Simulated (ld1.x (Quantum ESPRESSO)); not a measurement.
## Mg (Z = 12): one change to an ultrasoft potential, before and after

- Element: magnesium
- Generator: ld1.x (Quantum ESPRESSO) 7.5
- Type: ultrasoft
- Functional: PBE
- Relativity: scalar-relativistic
- Frozen core: [He]
- Valence charge: 10
- Reference configuration: 2s2 2p6 3s2 3p0
- Partial waves: 2s (bound): rcut 0.95, rcutus 1.20 bohr; 3s (bound): rcut 0.95, rcutus 1.20 bohr; 2p (bound): rcut 1.05, rcutus 1.15 bohr; 3p (bound, empty): rcut 1.05, rcutus 1.15 bohr; 3d channel at 0.45 Ry: rcut 0.80, rcutus 1.10 bohr; 3d channel at 1.75 Ry: rcut 0.80, rcutus 1.10 bohr
- Local potential: all-electron potential smoothed inside 1.20 bohr (lloc = -1)
- Core correction: a·sin(br)/r model core, default radius (core density twice the valence density)
- Augmentation charge: PSQ, inside the norm-conserving radii

Change: augmentation PSQ, radius 0.55 bohr.

Cutoffs: the cutoffs (Ry, on a coarse ladder) from which the occupation-weighted sum of valence levels, in a spherical-Bessel basis at the reference potential, stays within 10 and 1 mRy of its value at 400 Ry; they do not see the model core or the augmentation charge, which bear on the density cutoff. Errors are all-electron minus pseudo energies relative to the spin-unpolarised reference configuration.

**Question.** How do hardness, ghosts and transferability respond?

**Answer.** The potential gets neither clearly harder nor softer (70 Ry and 110 Ry → 70 Ry and 110 Ry); of the 7 tests that both files solve, the error grows in 0 and shrinks in 7 by more than 15 % and 0.3 meV (median size 99.4 → 0.0 meV); neither file shows a bound ghost.

| quantity | base | changed |
| --- | --- | --- |
| cutoff, loose | 70 Ry | 70 Ry |
| cutoff, tight | 110 Ry | 110 Ry |
| bound ghosts | none | none |
| error for 2s2 2p6 3s1 3p0, meV [ΔE 7.96 eV] | -6.1 | 0.0 |
| error for 2s2 2p6 3s0 3p0, meV [ΔE 22.99 eV] | -99 | -0.2 |
| error for 2s2 2p6 3s1.5 3p0, meV [ΔE 3.14 eV] | -0.7 | 0.0 |
| error for 2s2 2p6 3s0 3p1, meV [ΔE 12.33 eV] | -102 | 0.0 |
| error for 2s1 2p6 3s2 3p0, meV [ΔE 91.47 eV] | -901 | +12 |
| error for 2s2 2p6 3s1 3p1, meV [ΔE 3.49 eV] | -18 | 0.0 |
| error for 2s2 2p5 3s2 3p0, meV [ΔE 58.54 eV] | -1354 | -81 |
| s: phases at 1.29 bohr within 0.05 rad from the reference energy up to (Ry; the scan ends near 5) | 3.9 | 3.9 |
| p: phases at 1.29 bohr within 0.05 rad from the reference energy up to (Ry; the scan ends near 5) | to the end of the scan | to the end of the scan |
| d: phases at 1.29 bohr within 0.05 rad from the reference energy up to (Ry; the scan ends near 5) | to the end of the scan | to the end of the scan |
| lowest overlap eigenvalue by channel | s 0.19, p 0.28, d 0.98 | s 0.19, p 0.28, d 0.98 |
